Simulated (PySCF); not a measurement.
SiHCl₃, SMILES Cl[SiH](Cl)Cl.

Geometry optimised at B3LYP-D3(BJ)/def2-SVP. The isomer is the one that the SMILES or the coordinates give; other isomers of the formula were not compared.

Level of theory: TDDFT-ωB97X/def2-SVPD (PySCF).

Vertical excitations; the highest root listed may be one member of a degenerate set. The molecule is in vacuum. State labels are in the subgroup Cs.

Estimate the UV-visible absorptions. (Estimate from the structure and the level; the computed values follow.)


```json
[
 {"state": "S1", "symmetry": "A\"", "energy (eV)": "7.92", "λ (nm)": "157", "f": "0.000", "main pairs": "HOMO→LUMO 87 %"},
 {"state": "S2", "symmetry": "A\"", "energy (eV)": "8.23", "λ (nm)": "151", "f": "0.012", "main pairs": "HOMO−2→LUMO, HOMO−1→LUMO+2 (degenerate set)"},
 {"state": "S3", "symmetry": "A'", "energy (eV)": "8.23", "λ (nm)": "151", "f": "0.012", "main pairs": "HOMO−3→LUMO, HOMO−1→LUMO+1 (degenerate set)"},
 {"state": "S4", "symmetry": "A'", "energy (eV)": "8.26", "λ (nm)": "150", "f": "0.055", "main pairs": "HOMO−1→LUMO 85 %"},
 {"state": "S5", "symmetry": "A\"", "energy (eV)": "8.59", "λ (nm)": "144", "f": "0.028", "main pairs": "HOMO→LUMO+1, HOMO−4→LUMO (degenerate set)"},
 {"state": "S6", "symmetry": "A'", "energy (eV)": "8.59", "λ (nm)": "144", "f": "0.028", "main pairs": "HOMO→LUMO+2, HOMO−5→LUMO (degenerate set)"},
 {"state": "S7", "symmetry": "A'", "energy (eV)": "8.89", "λ (nm)": "139", "f": "0.069", "main pairs": "HOMO−1→LUMO+1, HOMO−5→LUMO, HOMO−3→LUMO (degenerate set)"},
 {"state": "S8", "symmetry": "A\"", "energy (eV)": "8.89", "λ (nm)": "139", "f": "0.069", "main pairs": "HOMO−1→LUMO+2, HOMO−4→LUMO, HOMO−2→LUMO (degenerate set)"},
 {"state": "S9", "symmetry": "A'", "energy (eV)": "8.98", "λ (nm)": "138", "f": "0.023", "main pairs": "HOMO→LUMO+2, HOMO−2→LUMO+2, HOMO−3→LUMO+1, HOMO−5→LUMO (degenerate set)"},
 {"state": "S10", "symmetry": "A\"", "energy (eV)": "8.98", "λ (nm)": "138", "f": "0.023", "main pairs": "HOMO→LUMO+1, HOMO−2→LUMO+1, HOMO−3→LUMO+2, HOMO−4→LUMO (degenerate set)"},
 {"state": "T1", "symmetry": "A\"", "energy (eV)": "7.44", "λ (nm)": "167", "f": "0", "main pairs": "HOMO→LUMO 81 %"},
 {"state": "T2", "symmetry": "A'", "energy (eV)": "7.67", "λ (nm)": "162", "f": "0", "main pairs": "HOMO−3→LUMO (degenerate set)"},
 {"state": "T3", "symmetry": "A\"", "energy (eV)": "7.67", "λ (nm)": "162", "f": "0", "main pairs": "HOMO−2→LUMO (degenerate set)"},
 {"state": "T4", "symmetry": "A'", "energy (eV)": "7.69", "λ (nm)": "161", "f": "0", "main pairs": "HOMO−1→LUMO 78 %"}
]
```
Triplets are in the Tamm–Dancoff approximation, which puts them higher than full response would, so one can lie above its singlet here.
